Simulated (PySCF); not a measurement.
Au(CO) (CAuO), SMILES [O+]#[C-]->[Au+], charge +1, multiplicity 1.

Geometry optimised at B3LYP-D3(BJ)/def2-TZVP. The spin state was assumed, not searched. The isomer is the one that the SMILES or the coordinates give; other isomers of the formula were not compared. The def2 effective core potentials stand for the cores of Au; spin–orbit coupling is left out.

Computed with PBE/def2-TZVPD in PySCF.

Isolated molecule, no solvent.

**Question.** Estimate the frontier levels, gap, dipole moment and polarisability. (An estimate is asked for; the answer gives what the named calculation found.)

**Answer.** 
```yaml
highest_occupied_level: -14.23 eV
lowest_empty_level: -10.72 eV
orbital_gap: 3.51 eV
dipole_moment_about_the_centre_of_nuclear_charge: 0.18 D
mean_static_polarisability: 31.2 bohr³ (4.63 Å³)
polarisability_principal_values: 24.9, 24.9, 43.9 bohr³
```
